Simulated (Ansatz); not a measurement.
Consider the ligand exchange at the Si–C bond: `C=C[SiH](F)C=C` + CH₃OH → `C=C[SiH](F)OC` + `C=C`.

Isolated molecules relaxed with PBE0-D4/def2-TZVP in Ansatz; ΔE leaves out vibrations. CCSD(T)/CBS adds triple-zeta CCSD(T) − MP2 to the extrapolated MP2 energy (def2 sets, frozen cores). This one scheme is used for every species. Functionals use def2-TZVPP. B3LYP here is the variant with VWN-RPA as its local correlation; programs differ in this. Each species was taken in one conformer, which may not be the lowest.

`C=C[SiH](F)C=C`:

```xyz
13

C    -1.351    1.358    1.311
C    -0.629    0.249    1.172
Si   -0.695   -0.768   -0.371
F    -1.155   -2.267   -0.023
C     0.959   -0.869   -1.198
C     1.976   -0.075   -0.874
H    -1.309    1.974    2.206
H    -2.023    1.701    0.528
H     0.026   -0.049    1.990
H    -1.731   -0.202   -1.275
H     1.105   -1.594   -1.998
H     1.890    0.670   -0.087
H     2.937   -0.127   -1.379
```

CH₃OH:

Z-matrix (Å, degrees):
```
C
O 1 1.409
H 1 1.097 2 112.4
H 1 1.090 2 107.0 3 -118.5
H 1 1.097 2 112.4 3 123.0
H 2 0.959 1 108.5 3 -61.6
```

`C=C[SiH](F)OC`:

```xyz
13

C    -0.082   -1.178   -1.601
C    -0.030   -1.546   -0.323
Si    0.718   -0.476    0.989
F    -0.144   -0.704    2.319
O     0.708    1.094    0.566
C    -0.441    1.878    0.324
H    -0.503   -1.816   -2.373
H     0.300   -0.216   -1.933
H    -0.425   -2.523   -0.049
H     2.121   -0.804    1.308
H    -0.907    2.178    1.266
H    -0.134    2.773   -0.218
H    -1.182    1.340   -0.277
```

`C=C`:

Z-matrix (Å, degrees):
```
C
C 1 1.323
H 1 1.085 2 121.7
H 1 1.085 2 121.7 3 -180.0
H 2 1.085 1 121.7 3 -0.0
H 2 1.085 1 121.7 3 -180.0
```

```tsv
level	ΔE (kJ/mol)	difference from CCSD(T)/CBS
PBE-D4	-96.6	10.7
PBE0-D4	-99.9	7.4
ωB97M-V	-107.9	-0.6
B2PLYP	-110.5	-3.2
PBE	-96.5	10.8
PBE0	-99.9	7.4
B3LYP	-109.4	-2.1
HF/def2-TZVPP	-120.3	-13.0
MP2/def2-TZVPP	-108.0	-0.7
CCSD/def2-TZVPP	-110.1	-2.8
HF/def2-QZVPP	-121.1	-13.8
MP2/def2-QZVPP	-107.7	-0.4
SCS-MP2/def2-QZVPP	-109.8	-2.5
HF/CBS(def2)	-121.2	-13.9
MP2/CBS(def2)	-107.0	0.3
CCSD/CBS(def2)	-109.1	-1.8
CCSD(T)/CBS	-107.3	0
```

Largest T1 diagnostic among the species: 0.012.

From PBE to PBE0 (25 % exact exchange), in def2-TZVPP and without D4, ΔE moves by −3.3 kJ/mol. In def2-TZVPP, CCSD(T) changes the Hartree–Fock value by +12.0 kJ/mol (the triples alone add +1.8 kJ/mol) and MP2 by +12.3 kJ/mol.

CCSD(T)/CBS has its own doubt, a few kJ/mol and more with outer-core shells, so smaller differences from it don't rank the levels.
